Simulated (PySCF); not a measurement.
Cu²⁺ (copper, charge +2) across methods

[Ar] 3d9, 2D determinant. Calculation: PySCF 2.14, in aug-cc-pVTZ-PP with ECP10MDF; a scalar-relativistic core potential.

```
 method  E (hartree)  mean ε 3p β (eV)  mean ε 3d α (eV)  mean ε 3d β (eV)  Σ⟨r²⟩ (bohr²)   ⟨S²⟩
 PBEsol    -195.9879           -96.891           -30.283           -29.103          15.06  0.750
 r2SCAN    -196.1467           -99.742           -30.427           -29.194          14.92  0.751
    PBE    -196.2378           -97.004           -30.304           -29.178          15.06  0.751
  HSE06    -196.1994           -101.95           -32.664           -31.417          14.89  0.751
    UHF   -195.30456           -117.47           -40.570           -38.898          14.56  0.751
   PBE0    -196.2063           -102.37           -33.083           -31.836          14.88  0.751
    LDA    -195.8468           -97.175           -30.637           -29.423          15.12  0.751
   PW91    -196.3207           -97.119           -30.408           -29.302          15.06  0.751
r2SCANh    -196.1421           -101.56           -31.538           -30.269          14.87  0.751
```

Energies and moments cover only the electrons outside the core potential.
